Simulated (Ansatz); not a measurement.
Reaction (redistribution): `[SiH3]NBS` + `C[O][Mg][O][SiH3]` → `[SiH3][O][Mg][O][SiH3]` + `CNBS`

Gas-phase electronic energies from Ansatz, PBE0-D4/def2-TZVP geometries. CCSD(T)/CBS adds triple-zeta CCSD(T) − MP2 to the extrapolated MP2 energy (def2 sets, frozen cores). For Mg outer-core shells are correlated without core-valence functions, which leaves a few kJ/mol of doubt a bond. One conformer a species, not always the lowest.

```csv
species,HF/CBS(def2) energy (Eh)
`[SiH3]NBS`,-769.26945
`C[O][Mg][O][SiH3]`,-679.88285
`[SiH3][O][Mg][O][SiH3]`,-931.02249
`CNBS`,-518.17047
```

(1) Work out ΔE.

Largest T1 diagnostic among the species: 0.012.

Results:

(1) ΔE = (-931.02249) + (-518.17047) − (-769.26945) − (-679.88285) = -0.04066 Eh = -106.8 kJ/mol. CCSD(T)/CBS gives -107.2 kJ/mol.

Leaving LDA and LC-ωPBE aside and taking each functional with its dispersion term where it has one, the values, not all of them listed here, spread over 8.2 kJ/mol, from PBE-QIDH to revPBE-D4. At CCSD(T), def2-SVP lies +10.6 kJ/mol from the extrapolated value and def2-TZVPP +2.8 kJ/mol.
